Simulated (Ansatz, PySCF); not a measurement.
Species: PbO, charge 0, multiplicity 1. 
Structure (B3LYP-D3(BJ)/def2-TZVP (Ansatz, a first-principles code) minimum search):
SMILES: [O]=[Pb]
```xyz
2

Pb     0.0000     0.0000    -0.1708
O      0.0000     0.0000     1.7508
```

Dipole moments at this geometry, in debye (magnitudes).

| level | program | dipole (D) |
|---|---|---|
| BLYP/def2-TZVPD | PySCF | 4.43 |
| revPBE/def2-TZVPD | Ansatz | 4.40 |
| BHLYP/def2-TZVPD | Ansatz | 5.41 |
| TPSSh/def2-TZVPD | PySCF | 4.67 |
| r2SCANh/def2-TZVPD | Ansatz | 4.76 |
| r2SCAN0/def2-TZVPD | Ansatz | 5.01 |
| PW6B95/def2-TZVPD | PySCF | 4.99 |
| M06-2X/def2-TZVPD | PySCF | 5.48 |
| wB97X-V/def2-TZVPD | Ansatz | 5.20 |
| CCSD(T)/def2-SVPD | Ansatz | 4.60 |
